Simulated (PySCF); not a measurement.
**Diatomics with 63 electrons**

PBE0 in PySCF with def2-TZVPPD on every atom (core potentials on In, Sb), for the lowest determinant that a PBE0 search found; no spin–orbit coupling. All have 63 electrons, 7 of them in the valence shells, and the same state, a quartet (σ ↑, π ↑↑). For ions De leads to the atom and ion picked by measured ionisation energies and electron affinities.

```
species  difference of nuclear charges  Re (Å)  ωe (cm⁻¹)  k (mdyn/Å)  De (eV)  dissociates to
   Ge₂⁺                              0   2.408        262        1.50     3.35        Ge⁺ + Ge
  GaAs⁺                              2   2.704        126       0.334     0.69        Ga⁺ + As
   InP⁺                             34   2.891        121       0.211     0.44         In⁺ + P
  AlSb⁺                             38   2.798        186       0.452     0.97        Al⁺ + Sb
```

Problem. Which member of the whole set has the stiffest bond, and how does it compare with the softest?

Solution. Ge₂⁺ with k = 1.50 mdyn/Å, 7.1 times that of InP⁺.

Weak bonds: InP⁺. Basis-set superposition, not corrected here, can be much of De in a small basis, most of all at correlated wavefunction levels. These are scalar-relativistic numbers at best; spin–orbit coupling would shift them, the dissociation energy most. For an ion De counts to the pair picked by the measured ionisation energies or electron affinities, which need not be the lowest pair at this level. States were picked by a PBE0 search and need not be the measured ground states.
